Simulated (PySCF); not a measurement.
Input and output of a geometry optimisation on `C[C@@H]1OCC(F)(F)[C@H](O1)F`.

Level of theory: PBE0-D3(BJ)/def2-SVP geometry optimisation, gas phase in PySCF 2.14.0.

Input of the driver that calls PySCF (job settings, then Cartesian coordinates in Å, the GFN2-xTB start):

```
{"job": {"xc": "PBE0", "basis": "def2-SVP", "d3": "d3bj", "grid": 1, "kind": "geom"}, "charge": 0, "multiplicity": 1}
C      2.4413     0.1980    -0.2029
C      1.0031     0.0068     0.2359
O      0.4545    -1.0721    -0.4652
C     -0.8827    -1.3260    -0.1179
C     -1.7319    -0.0739    -0.3424
F     -1.9384     0.1489    -1.6658
F     -2.9666    -0.2247     0.1984
C     -1.0320     1.1627     0.2639
F     -1.1991     1.0876     1.6329
O      0.2948     1.2134    -0.0520
H      3.0081    -0.6964     0.0334
H      2.4629     0.3686    -1.2744
H      2.8623     1.0558     0.3107
H      0.9330    -0.1816     1.3244
H     -1.2312    -2.1380    -0.7587
H     -0.9781    -1.6099     0.9415
H     -1.5068     2.0930    -0.0717
```

Output:

```
step   0  E = -643.57954685  max force = 0.018170
step   1  E = -643.58097211  max force = 0.005150
step   2  E = -643.58125498  max force = 0.001598
step   3  E = -643.58131149  max force = 0.000550
step   4  E = -643.58133034  max force = 0.000472
step   5  E = -643.58134269  max force = 0.000399
optimisation converged
```

Energies are in Eh and forces in Eh/bohr. The run used 175 basis functions and 39 SCF iterations in all.

Hardware: one thread, Arm Neoverse V2, no GPU, on a shared host. Cost: 84 s wall.

How much energy does the optimisation gain, and how much of it in the first step?

1.1 kcal/mol (49 meV) from step 0 to step 5; the first step changes the energy by -0.9 kcal/mol. The largest force component goes from 0.0182 to 0.00040 Eh/bohr.

Final geometry (Å):

```
atom  x, y, z in Å
C1     2.399    0.375    0.127
C2     0.952    0.072    0.378
O3     0.580   -1.043   -0.369
C4    -0.770   -1.376   -0.197
C5    -1.627   -0.194   -0.598
F6    -1.521    0.031   -1.925
F7    -2.924   -0.435   -0.319
C8    -1.157    1.072    0.124
F9    -1.519    0.952    1.441
O10    0.197    1.217   -0.003
H11    3.016   -0.484    0.423
H12    2.545    0.574   -0.943
H13    2.703    1.258    0.704
H14    0.749   -0.122    1.452
H15   -1.004   -2.235   -0.841
H16   -1.004   -1.633    0.853
H17   -1.642    1.965   -0.300
```

Point group C1. No PBE0-D3(BJ)/def2-SVP frequencies stand behind this structure, so it isn't proved a minimum. After the best overlay, start and end differ by 0.06 Å (root mean square over atoms).

Bond lengths before and after (atoms numbered from 1 in input order):

```tsv
bond	start (Å)	end (Å)	change (Å)
C1–C2	1.516	1.500	-0.016
C2–O3	1.399	1.393	-0.006
C2–O10	1.428	1.423	-0.005
O3–C4	1.405	1.401	-0.004
C4–C5	1.530	1.514	-0.016
C5–F6	1.358	1.350	-0.008
C5–F7	1.356	1.348	-0.008
C5–C8	1.545	1.531	-0.014
C8–F9	1.381	1.371	-0.010
C8–O10	1.365	1.368	+0.003
C1–H11	1.085	1.098	+0.013
C1–H12	1.085	1.099	+0.014
C1–H13	1.085	1.098	+0.013
C2–H14	1.107	1.109	+0.002
C4–H15	1.092	1.099	+0.007
C4–H16	1.101	1.107	+0.006
C8–H17	1.097	1.101	+0.004
```
